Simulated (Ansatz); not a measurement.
Process, species as SMILES: S(F)F → F atom + F[S] (F-S)
B3LYP-D3(BJ)/def2-TZVP geometries, fixed; electronic energies without zero-point terms.

Basis-set convergence of the bond dissociation energy at MP2 with Ansatz (a quantum-chemistry and plane-wave program). Cartesian d functions, on some or all atoms, in 6-311G**, 6-311+G**; all else is spherical. Cores are frozen. Open shells are unrestricted. No added dispersion term, no relativity. Functions are those of the species that has most. Reference: Hartree-Fock in aug-cc-pV(5+d)Z plus the correlation part extrapolated as X^-3 from aug-cc-pV(Q+d)Z and aug-cc-pV(5+d)Z, 99.94 kcal/mol, itself unsure by roughly 0.27 kcal/mol (a third of the extrapolation step and of the last Hartree-Fock step). Deviations are taken from unrounded values.

| basis | functions | bond dissociation energy (kcal/mol) |
|---|---|---|
| def2-SVP | 46 | 80.25 |
| def2-SVPD | 73 | 85.19 |
| pcseg-1 | 46 | 79.38 |
| aug-pcseg-1 | 73 | 85.34 |
| cc-pV(D+d)Z | 51 | 77.88 |
| aug-cc-pV(D+d)Z | 78 | 87.97 |
| 6-311G** | 63 | 77.55 |
| 6-311+G** | 75 | 78.59 |
| pcseg-2 | 94 | 94.76 |
| aug-pcseg-2 | 142 | 96.16 |
| cc-pV(T+d)Z | 99 | 93.08 |
| aug-cc-pV(T+d)Z | 147 | 95.97 |
| def2-TZVP | 99 | 93.34 |
| def2-TZVPD | 126 | 94.40 |
| def2-TZVPP | 104 | 93.48 |
| def2-TZVPPD | 131 | 94.49 |
| cc-pV(Q+d)Z | 174 | 97.22 |
| aug-cc-pV(Q+d)Z | 249 | 98.41 |
| def2-QZVPP | 184 | 97.21 |
| def2-QZVPPD | 211 | 97.39 |
| pcseg-3 | 184 | 98.36 |
| aug-pcseg-3 | 259 | 98.74 |
| cc-pV(5+d)Z | 282 | 98.64 |
| aug-cc-pV(5+d)Z | 390 | 99.20 |

What the diffuse functions change, pair by pair:
- def2-SVP to def2-SVPD: 27 more functions, deviation -19.69 to -14.75 kcal/mol
- pcseg-1 to aug-pcseg-1: 27 more functions, deviation -20.56 to -14.61 kcal/mol
- cc-pV(D+d)Z to aug-cc-pV(D+d)Z: 27 more functions, deviation -22.06 to -11.97 kcal/mol
- 6-311G** to 6-311+G**: 12 more functions, deviation -22.39 to -21.35 kcal/mol
- pcseg-2 to aug-pcseg-2: 48 more functions, deviation -5.18 to -3.78 kcal/mol
- cc-pV(T+d)Z to aug-cc-pV(T+d)Z: 48 more functions, deviation -6.87 to -3.97 kcal/mol
- def2-TZVP to def2-TZVPD: 27 more functions, deviation -6.61 to -5.55 kcal/mol
- def2-TZVPP to def2-TZVPPD: 27 more functions, deviation -6.47 to -5.45 kcal/mol
- cc-pV(Q+d)Z to aug-cc-pV(Q+d)Z: 75 more functions, deviation -2.72 to -1.53 kcal/mol
- def2-QZVPP to def2-QZVPPD: 27 more functions, deviation -2.74 to -2.55 kcal/mol
- pcseg-3 to aug-pcseg-3: 75 more functions, deviation -1.58 to -1.20 kcal/mol
- cc-pV(5+d)Z to aug-cc-pV(5+d)Z: 108 more functions, deviation -1.30 to -0.75 kcal/mol

Leaving out the reference's own pair, they bring the value nearer the reference by more than 0.27 kcal/mol in 10 of 11 pairs.
